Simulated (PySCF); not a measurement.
Excitations are Tamm–Dancoff values on a coarser integration grid. The basis has no diffuse functions, so Rydberg states are missing or too high.

Cartesian coordinates (Å):
```xyz
22

C      2.6784    -1.2026     0.3735
C      1.9268     0.1238     0.4072
Ga    -0.0171     0.0358     0.0174
C     -0.8684    -1.7093    -0.3927
C     -2.3634    -1.6732    -0.6908
C     -1.1100     1.6921     0.0406
C     -0.3615     2.9856     0.3439
H      2.2736    -1.9214     1.1044
H      2.6081    -1.6880    -0.6135
H      3.7524    -1.0865     0.5983
H      2.3696     0.8436    -0.3062
H      2.0398     0.6139     1.3921
H     -0.3104    -2.1540    -1.2377
H     -0.6544    -2.3830     0.4579
H     -2.5922    -1.0360    -1.5605
H     -2.7761    -2.6731    -0.9082
H     -2.9400    -1.2653     0.1553
H     -1.9263     1.5316     0.7695
H     -1.6265     1.7569    -0.9350
H     -1.0242     3.8677     0.3460
H      0.1312     2.9522     1.3293
H      0.4319     3.1824    -0.3953
```
Charge 0, multiplicity 1.

### Question
Give the HOMO–LUMO gap, HOMO, brightest of the four lowest singlets (TDA), LUMO and S1–T1 gap (TDA) at the level PBE0-D3(BJ)/def2-TZVP // PBE0-D3(BJ)/def2-SVP (PySCF).

### Answer

```
Quantity                                        Value
-------------------------------------------  --------
HOMO–LUMO gap                                 6.31 eV
HOMO                                         -6.84 eV
brightest of the four lowest singlets (TDA)   6.27 eV
LUMO                                         -0.52 eV
S1–T1 gap (TDA)                               0.30 eV
```
